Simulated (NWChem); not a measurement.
System: C2H3BF2; SMILES C=CB(F)F

The following NWChem deck was run.

```
start job
memory heap 200 mb stack 900 mb global 1100 mb
geometry units angstroms noautosym nocenter noautoz
  B     -0.030362     0.509689     0.000000
  F     -0.767527     1.615600     0.000000
  F      1.291122     0.669402     0.000000
  C     -0.673841    -0.896910     0.000000
  C      0.073383    -2.010834     0.000000
  H     -1.759625    -0.988868     0.000000
  H     -0.359894    -3.009154     0.000000
  H      1.160289    -1.961524     0.000000
end
basis spherical
  B library def2-tzvp
  F library def2-tzvp
  C library def2-tzvp
  H library def2-tzvp
end
dft
  xc pbe0
  iterations 150
  semidirect filesize 400000000
end
property
  efieldgrad
end
task dft property
```

NWChem printed, in part:

```
             Northwest Computational Chemistry Package (NWChem) 7.3.0
             --------------------------------------------------------

                             Geometry "geometry" -> ""
                             -------------------------

 Output coordinates in angstroms (scale by  1.889725989 to convert to a.u.)

  No.       Tag          Charge          X              Y              Z
 ---- ---------------- ---------- -------------- -------------- --------------
    1 B                    5.0000    -0.03036200     0.50968900     0.00000000
    2 F                    9.0000    -0.76752700     1.61560000     0.00000000
    3 F                    9.0000     1.29112200     0.66940200     0.00000000
    4 C                    6.0000    -0.67384100    -0.89691000     0.00000000
    5 C                    6.0000     0.07338300    -2.01083400     0.00000000
    6 H                    1.0000    -1.75962500    -0.98886800     0.00000000
    7 H                    1.0000    -0.35989400    -3.00915400     0.00000000
    8 H                    1.0000     1.16028900    -1.96152400     0.00000000

 Effective nuclear repulsion energy (a.u.)     150.6613728182

                              NWChem Property Module
                              ----------------------

  itol2e modified to match energy
  convergence criterion.

                                 NWChem DFT Module
                                 -----------------

 Summary of "ao basis" -> "ao basis" (spherical)
 ------------------------------------------------------------------------------
       Tag                 Description            Shells   Functions and Types
 ---------------- ------------------------------  ------  ---------------------
 B                         def2-tzvp                11       31   5s3p2d1f
 F                         def2-tzvp                11       31   5s3p2d1f
 C                         def2-tzvp                11       31   5s3p2d1f
 H                         def2-tzvp                 4        6   3s1p

  itol2e modified to match energy
  convergence criterion.

            General Information
            -------------------
          SCF calculation type: DFT
          Wavefunction type:  closed shell.
          No. of atoms     :     8
          No. of electrons :    38
           Alpha electrons :    19
            Beta electrons :    19
          Charge           :     0
          Spin multiplicity:     1
          Use of symmetry is: off; symmetry adaption is: off
          Maximum number of iterations: 150
          AO basis - number of functions:   173
                     number of shells:    67
          Convergence on energy requested:  1.00D-07
          Convergence on density requested:  1.00D-05
          Convergence on gradient requested:  5.00D-04

              XC Information
              --------------
                         PBE0 Method XC Functional
                     Hartree-Fock (Exact) Exchange  0.250
          PerdewBurkeErnzerhof Exchange Functional  0.750
            Perdew 1991 LDA Correlation Functional  1.000 local
           PerdewBurkeErnz. Correlation Functional  1.000 non-local

             Grid Information
             ----------------
          Grid used for XC integration:  fine
          Radial quadrature: Mura-Knowles
          Angular quadrature: Lebedev.
          Tag              B.-S. Rad. Rad. Pts. Rad. Cut. Ang. Pts.
          ---              ---------- --------- --------- ---------
          B                   0.85       70          11.0       590
          F                   0.50       70          12.0       590
          C                   0.70       70          10.0       590
          H                   0.35       60          12.0       590
          Grid pruning is: on
          Number of quadrature shells:   530
          Spatial weights used:  Erf1

      Superposition of Atomic Density Guess
      -------------------------------------

 Sum of atomic energies:        -300.21295359

      Non-variational initial energy
      ------------------------------

[...]

          -----------------------
          Electric field gradient
          -----------------------

 1 a.u. = 0.324123 10**(16) esu/cm**3  ( or statvolts/cm**2 ) = 0.97174 10**(22) v/m**2

 ------------------------------------------------------------
   Atom      X         Y         Z
 ------------------------------------------------------------
    1 B   -0.05738   0.96317   0.00000
 ------------------------------------------------------------

 Electric field gradient in molecular frame (a.u.)
         XX             YY             ZZ             XY             XZ             YZ
 ------------------------------------------------------------------------------------------
        0.103907       0.250531      -0.354438       0.082522       0.000000      -0.000000

 Principal components (a.u.) and orientation
 of principal axis w.r.t. absolute frame                      Asymmetry parameter eta
 --------------------------------------------------------------------------------------
       -0.354438       0.287602       0.066835                       0.622866

       -0.000000       0.409784       0.912183
        0.000000       0.912183      -0.409784
        1.000000      -0.000000       0.000000

 ------------------------------------------------------------
   Atom      X         Y         Z
 ------------------------------------------------------------
    2 F   -1.45042   3.05304   0.00000
 ------------------------------------------------------------

 Electric field gradient in molecular frame (a.u.)
         XX             YY             ZZ             XY             XZ             YZ
 ------------------------------------------------------------------------------------------
        0.401647      -0.523609       0.121961       1.132648      -0.000000       0.000000

 Principal components (a.u.) and orientation
 of principal axis w.r.t. absolute frame                      Asymmetry parameter eta
 --------------------------------------------------------------------------------------
       -1.284466       1.162504       0.121961                       0.810098

       -0.557619       0.830097       0.000000
        0.830097       0.557619       0.000000
       -0.000000      -0.000000       1.000000

 ------------------------------------------------------------
   Atom      X         Y         Z
 ------------------------------------------------------------
    3 F    2.43987   1.26499   0.00000
 ------------------------------------------------------------

 Electric field gradient in molecular frame (a.u.)
         XX             YY             ZZ             XY             XZ             YZ
 ------------------------------------------------------------------------------------------
       -1.264093       1.081930       0.182163      -0.297042       0.000000      -0.000000

 Principal components (a.u.) and orientation
 of principal axis w.r.t. absolute frame                      Asymmetry parameter eta
 --------------------------------------------------------------------------------------
       -1.301118       1.118956       0.182163                       0.719991

        0.992321      -0.123691       0.000000
        0.123691       0.992321       0.000000
       -0.000000      -0.000000       1.000000

 ------------------------------------------------------------
   Atom      X         Y         Z
 ------------------------------------------------------------
    4 C   -1.27337  -1.69491   0.00000
 ------------------------------------------------------------

 Electric field gradient in molecular frame (a.u.)
         XX             YY             ZZ             XY             XZ             YZ
 ------------------------------------------------------------------------------------------
        0.125242       0.249725      -0.374967      -0.008884      -0.000000      -0.000000

 Principal components (a.u.) and orientation
 of principal axis w.r.t. absolute frame                      Asymmetry parameter eta
 --------------------------------------------------------------------------------------
       -0.374967       0.250356       0.124611                       0.335349

        0.000000      -0.070832       0.997488
        0.000000       0.997488       0.070832
        1.000000      -0.000000      -0.000000

 ------------------------------------------------------------
   Atom      X         Y         Z
 ------------------------------------------------------------
    5 C    0.13867  -3.79993   0.00000
 ------------------------------------------------------------

 Electric field gradient in molecular frame (a.u.)
         XX             YY             ZZ             XY             XZ             YZ
 ------------------------------------------------------------------------------------------
        0.222016       0.256434      -0.478450      -0.065160       0.000000      -0.000000

 Principal components (a.u.) and orientation
 of principal axis w.r.t. absolute frame                      Asymmetry parameter eta
 --------------------------------------------------------------------------------------
       -0.478450       0.306619       0.171831                       0.281718

       -0.000000      -0.610186       0.792259
        0.000000       0.792259       0.610186
        1.000000      -0.000000       0.000000

 ------------------------------------------------------------
   Atom      X         Y         Z
 ------------------------------------------------------------
    6 H   -3.32521  -1.86869   0.00000
 ------------------------------------------------------------

 Electric field gradient in molecular frame (a.u.)
         XX             YY             ZZ             XY             XZ             YZ
 ------------------------------------------------------------------------------------------
       -0.296162       0.142894       0.153268      -0.037148       0.000000       0.000000

[...]
```

Level: PBE0/def2-TZVP. All runs use the structure optimised with B3LYP/6-31G* (spherical d). NWChem prints the field gradient with the sign opposite to the second derivative of the potential.
